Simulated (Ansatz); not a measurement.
The first iterations of a band of Cl₂H₃OSn (7 atoms, charge 0, multiplicity 2).

Level of theory: UKS r2SCAN-D4/def2-SVP (Ansatz).

```json
{
  "movable images": "7",
  "climbing image": "yes",
  "spring": "0.5 eV/Å²",
  "optimiser": "quadratic models (default)",
  "start path": "through a guess of the saddle point",
  "force threshold": "0.05 eV/Å",
  "iteration limit": "37",
  "end points": "relaxation not finished"
}
```

Image 0:

```xyz
7
Properties=species:S:1:pos:R:3
Sn -0.176 0.068 0.807
Cl 1.674 0.420 2.831
H 0.997 -0.872 0.023
H -0.384 1.745 0.733
Cl -2.210 -0.840 -0.027
O -0.550 -0.497 2.777
H -0.178 -1.371 2.992
```

Image 8:

```xyz
7
Properties=species:S:1:pos:R:3
Sn -0.091 -0.006 0.794
Cl 1.705 0.411 2.776
H 1.092 -0.758 -0.164
H -0.436 1.683 0.895
Cl -2.204 -0.848 0.069
O -0.187 -1.134 2.524
H -0.707 -0.696 3.242
```

| iteration | highest image above the first end (eV) | largest band force component (eV/Å) |
| --- | --- | --- |
| 1 | 5.870 | 16.647 |
| 2 | 3.665 | 5.329 |
| 3 | 3.244 | 4.586 |
| 4 | 2.727 | 2.805 |
| 5 | 2.404 | 2.822 |
| 6 | 2.221 | 2.718 |
| 7 | 2.186 | 2.027 |
| 8 | 2.175 | 1.810 |
| 9 | 2.172 | 1.480 |
| 10 | 2.180 | 0.857 |
| 11 | 2.173 | 0.434 |
| 12 | 2.169 | 1.210 |

Q: Does the band converge within its limit, and where does its top end?

A: It did not converge within its limit. It ended after 37 iterations with the highest image 2.151 eV above the first end. The band didn't meet its force threshold, so its energies are provisional: the largest band force was still 0.46 eV/Å, and over the last iterations the top moved between 2.15 and 2.21 eV. Neighbouring images lie up to 3.2 Å apart, so the band is torn or far too coarse. The end points aren't both relaxed to the band's threshold either.

Time of the run: 32 min on 4 threads of Arm Neoverse V1, on a shared host, peak memory 0.31 GiB.
